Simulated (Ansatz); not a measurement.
Ansatz (an electronic-structure program) input:

Ansatz 0.2 input:
```yaml
crystal:
  periodic: [false, false, false]
  atoms:
    - {symbol: C, position_ang: [-1.65707118, 0.19572626, -0.09141171]}
    - {symbol: C, position_ang: [-0.35063892, -0.47006652, 0.25355220]}
    - {symbol: O, position_ang: [0.74496781, 0.28498699, -0.41770734]}
    - {symbol: C, position_ang: [2.13488533, -0.02031883, -0.04760433]}
    - {symbol: O, position_ang: [2.35795357, -0.93667435, 0.62498466]}
    - {symbol: H, position_ang: [-1.82600555, 0.20504201, -1.16549238]}
    - {symbol: H, position_ang: [-2.46658417, -0.36957486, 0.36383459]}
    - {symbol: H, position_ang: [-1.70775412, 1.21054448, 0.29887271]}
    - {symbol: H, position_ang: [-0.15396667, -0.47672786, 1.32869712]}
    - {symbol: H, position_ang: [-0.28852943, -1.48817945, -0.13514643]}
    - {symbol: H, position_ang: [2.78343853, 0.70550711, -0.54557635]}
    - {symbol: H, position_ang: [0.50900216, 1.23516596, -0.51598794]}
basis:
  gaussian:
    orbitals: def2-TZVP
hamiltonian:
  xc: b3lyp
  dispersion: d3bj
total_charge: 1
relax: {f_tol: 0.002, max_steps: 150}
```

### Question
Which total energy does the run end on?

### Answer
-268.79249 Eh (B3LYP-D3(BJ)/def2-TZVP). The basis has 197 functions. The run takes around 4 core-minutes (rough).

It need not be the lowest isomer of its formula.
